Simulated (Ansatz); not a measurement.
Born–Oppenheimer molecular dynamics of ClH + H2Te (5 atoms, charge 0, multiplicity 1). It goes on from the last frame of an earlier run, with new velocities.

These are results of Ansatz 0.2.0, RKS B3LYP-D4/def2-SVP, not measurements.

- ensemble: NVE (velocity Verlet)
- time step: 0.5 fs
- steps asked: 100
- starting velocities drawn for: 100 K
- seed: 660520

Frames 0.5 fs apart, positions in Å.

Velocities at 15.0 fs (Å/ps):

```
Cl 0.06 -0.47 -0.93
H -3.85 15.50 -1.98
Te -0.12 0.23 0.41
H 12.76 -8.99 -19.56
H 3.84 -19.40 2.65
```

```xyz
5
Properties=species:S:1:pos:R:3 time_fs=15.0 energy_less_start_eV=-0.032 T=182
Cl -0.272 -0.098 -2.736
H 0.381 -0.694 -3.646
Te 0.694 -0.236 1.187
H 1.715 1.038 0.797
H -0.321 0.682 2.235
5
Properties=species:S:1:pos:R:3 time_fs=15.5 energy_less_start_eV=-0.029 T=176
Cl -0.272 -0.099 -2.737
H 0.380 -0.686 -3.647
Te 0.694 -0.236 1.187
H 1.721 1.034 0.788
H -0.319 0.672 2.235
5
Properties=species:S:1:pos:R:3 time_fs=16.0 energy_less_start_eV=-0.029 T=175
Cl -0.272 -0.099 -2.737
H 0.379 -0.680 -3.650
Te 0.694 -0.236 1.188
H 1.727 1.029 0.779
H -0.315 0.661 2.235
5
Properties=species:S:1:pos:R:3 time_fs=16.5 energy_less_start_eV=-0.030 T=178
Cl -0.272 -0.099 -2.738
H 0.380 -0.674 -3.655
Te 0.694 -0.236 1.188
H 1.732 1.025 0.770
H -0.309 0.651 2.234
5
Properties=species:S:1:pos:R:3 time_fs=17.0 energy_less_start_eV=-0.032 T=183
Cl -0.272 -0.099 -2.738
H 0.381 -0.670 -3.662
Te 0.694 -0.236 1.188
H 1.736 1.020 0.762
H -0.303 0.640 2.232
5
Properties=species:S:1:pos:R:3 time_fs=17.5 energy_less_start_eV=-0.034 T=186
Cl -0.273 -0.099 -2.738
H 0.384 -0.666 -3.670
Te 0.694 -0.236 1.188
H 1.739 1.016 0.754
H -0.296 0.630 2.230
5
Properties=species:S:1:pos:R:3 time_fs=18.0 energy_less_start_eV=-0.033 T=185
Cl -0.273 -0.099 -2.739
H 0.387 -0.663 -3.678
Te 0.694 -0.235 1.188
H 1.741 1.011 0.747
H -0.288 0.620 2.227
5
Properties=species:S:1:pos:R:3 time_fs=18.5 energy_less_start_eV=-0.030 T=176
Cl -0.273 -0.099 -2.739
H 0.391 -0.660 -3.688
Te 0.694 -0.235 1.189
H 1.743 1.007 0.741
H -0.280 0.611 2.225
5
Properties=species:S:1:pos:R:3 time_fs=19.0 energy_less_start_eV=-0.023 T=160
Cl -0.273 -0.100 -2.739
H 0.395 -0.658 -3.698
Te 0.693 -0.235 1.189
H 1.744 1.003 0.735
H -0.272 0.603 2.222
5
Properties=species:S:1:pos:R:3 time_fs=19.5 energy_less_start_eV=-0.015 T=137
Cl -0.273 -0.100 -2.739
H 0.398 -0.655 -3.707
Te 0.693 -0.235 1.189
H 1.744 0.999 0.730
H -0.264 0.596 2.221
5
Properties=species:S:1:pos:R:3 time_fs=20.0 energy_less_start_eV=-0.005 T=113
Cl -0.273 -0.100 -2.740
H 0.401 -0.652 -3.716
Te 0.693 -0.235 1.189
H 1.743 0.995 0.726
H -0.256 0.591 2.220
5
Properties=species:S:1:pos:R:3 time_fs=20.5 energy_less_start_eV=0.004 T=91
Cl -0.273 -0.100 -2.740
H 0.404 -0.648 -3.724
Te 0.693 -0.235 1.189
H 1.741 0.991 0.722
H -0.248 0.587 2.221
```

Of the whole run (50 fs, mean temperature of the second half 247 K): The conserved energy stayed within 0.065 meV per atom of its start (net change -0.025 meV per atom), so the integration is sound. The system heated up, since it started high on the potential surface and ran downhill. A run of 0.05 ps of so small a system gives no equilibrium averages.

Run time: 6.9 min on 1 CPU thread of a shared host.
